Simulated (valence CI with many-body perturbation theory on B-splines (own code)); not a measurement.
**Level structure of Sb XXXVIII**

Computed by valence CI with perturbative core correlation (CI+MBPT): four valence electrons over a frozen Dirac-Fock core [Ne], radial functions for each j: 11 s, 11 p, 9 d, 7 f, 5 g, 2 h, 1 i, with the one-electron correlation potential Σ1, the two-electron term Σ2, the three-electron term Σ3, Breit, model QED; selected CI, second order for the rest (own B-spline code, finite nucleus).

The last digits are not significant, and no measured levels were compared; by estimate large intervals hold to a few tenths of a per cent, small ones and those within an open d or f shell to about a per cent.

Levels 46 to 66 of 66, with energies above the lowest level, (3s^2 3p1/2^2) J=0. "Leading %" is the weight of the configuration and term that name the level; weights of strongly mixed levels are sums over their largest components and can fall short. In the jj column 3d3/2^4 stands for four electrons in 3d with j = 3/2.

```csv
No.,Configuration,Term,J,E (eV),Leading %,Second component,g,Leading jj
46,3s.3p2.3d,5P,1,360.70,58,20 % 3s.3p2.3d 3P,2.137,3s 3p1/2 3p3/2 3d3/2 (75 %)
47,3s.3p2.3d,5D,3,365.36,25,22 % 3s.3p2.3d 3G,1.174,3s 3p1/2 3p3/2 3d5/2 (51 %)
48,3s.3p2.3d,3G,3,365.93,36,33 % 3s.3p2.3d 1F,0.988,3s 3p1/2 3p3/2 3d3/2 (68 %)
49,3s.3p2.3d,3D,1,369.34,41,18 % 3s.3p2.3d 1P,0.826,3s 3p1/2 3p3/2 3d3/2 (72 %)
50,3s.3p2.3d,1D,2,371.72,24,20 % 3s.3p2.3d 3P,1.267,3s 3p1/2 3p3/2 3d5/2 (62 %)
51,3s.3p2.3d,1G,4,374.49,47,20 % 3s.3p2.3d 3F,1.145,3s 3p1/2 3p3/2 3d5/2 (68 %)
52,3s.3p2.3d,3D,3,376.73,53,29 % 3s.3p2.3d 3F,1.217,3s 3p1/2 3p3/2 3d5/2 (61 %)
53,3s.3p2.3d,3D,1,378.99,60,13 % 3s.3p2.3d 3P,0.854,3s 3p1/2 3p3/2 3d3/2 (84 %)
54,3s.3p2.3d,3P,0,381.50,79,16 % 3s2.3d2 3P,,3s 3p1/2 3p3/2 3d3/2 (55 %)
55,3s.3p2.3d,3G,4,382.17,54,30 % 3s.3p2.3d 3F,1.114,3s 3p1/2 3p3/2 3d5/2 (86 %)
56,3s.3p2.3d,3D,3,382.65,30,19 % 3s.3p2.3d 1F,1.131,3s 3p1/2 3p3/2 3d5/2 (82 %)
57,3s.3p2.3d,3D,1,384.37,68,12 % 3s.3p2.3d 1P,0.691,3s 3p1/2 3p3/2 3d5/2 (86 %)
58,3s.3p2.3d,3F,2,385.96,39,10 % 3s.3p2.3d 1D,0.893,3s 3p1/2 3p3/2 3d3/2 (70 %)
59,3s.3p2.3d,3P,1,392.24,39,26 % 3s.3p2.3d 3S,1.448,3s 3p1/2 3p3/2 3d5/2 (83 %)
60,3s.3p2.3d,3D,2,393.28,31,14 % 3s.3p2.3d 3P,1.154,3s 3p1/2 3p3/2 3d5/2 (72 %)
61,3s.3p2.3d,3F,3,393.65,37,25 % 3s.3p2.3d 1F,1.109,3s 3p1/2 3p3/2 3d5/2 (75 %)
62,3s.3p2.3d,3P,0,394.65,48,19 % 3s.3p2.3d 1S,,3s 3p1/2 3p3/2 3d5/2 (42 %)
63,3s.3p2.3d,3D,2,399.00,44,17 % 3s.3p2.3d 3P,1.157,3s 3p1/2 3p3/2 3d5/2 (70 %)
64,3s.3p2.3d,3D,2,403.11,32,30 % 3p4 1D,1.113,3p1/2 3p3/2^3 (27 %)
65,3s.3p2.3d,3F,4,406.88,30,30 % 3s.3p2.3d 5D,1.320,3s 3p3/2^2 3d5/2 (63 %)
66,3p4,3P,1,408.17,46,15 % 3s.3p2.3d 1P,1.285,3p1/2 3p3/2^3 (46 %)
```

Where two levels of one J and parity lie close, their mixing, g and order are uncertain.
